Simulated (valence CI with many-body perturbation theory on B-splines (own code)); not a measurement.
Questions on Re XXXVI

Computed by configuration interaction combined with many-body perturbation theory (CI+MBPT): four valence electrons over a frozen Dirac-Fock core [Kr], radial functions for each j: 9 s, 9 p, 10 d, 8 f, 5 g, 3 h, 1 i, with the one-electron correlation potential Σ1, the two-electron term Σ2, the three-electron term Σ3, Breit, model QED; selected CI, second order for the rest (own B-spline code, finite nucleus).

The last digits are not significant, and no measured levels were compared; by estimate large intervals hold to a few tenths of a per cent, small ones and those within an open d or f shell to about a per cent. Only levels of the ground parity were solved; by the run's estimate the other parity begins above the list, which can be wrong where configurations are misplaced.

Levels are named by their leading jj configuration (3d3/2^4 stands for four electrons in 3d with j = 3/2), which in mixed levels can hold well under half, so a name can repeat and another be missing.

Rates and lifetimes use the calculated energies. Strong lines usually hold to 10 to 20 %, long lifetimes can be off by a factor of two.

Problem. What is the ground level?

Solution. (4d3/2^4) J=0, composition 58 % 4d4 3P + 29 % 4d4 5D + 12 % 4d4 1S.

Problem. What is the ionisation energy?

Solution. 1530.8 eV; NIST lists 1530 ± 5 eV (theoretical).

Problem. How well does LS coupling describe the low levels?

Solution. Among the lowest 20 levels the leading LS term, summed over configurations, holds 47 % on average. For single configurations the figures are 47 % in LS and 95 % in jj coupling. Terms mix most in the J = 3 level at 181730 cm⁻¹, where the leading one holds 29 %.

Problem. Name the longest-lived excited levels whose lifetime is computed, and their main decay.

Solution. (4d3/2^2 4d5/2^2) J=6 at 324630 cm⁻¹ lives 62.5 ms, mostly by M1 to (4d3/2^2 4d5/2^2) J=5. The lifetime of (4d3/2^3 4d5/2) J=4 is too uncertain to give, and may be longer.
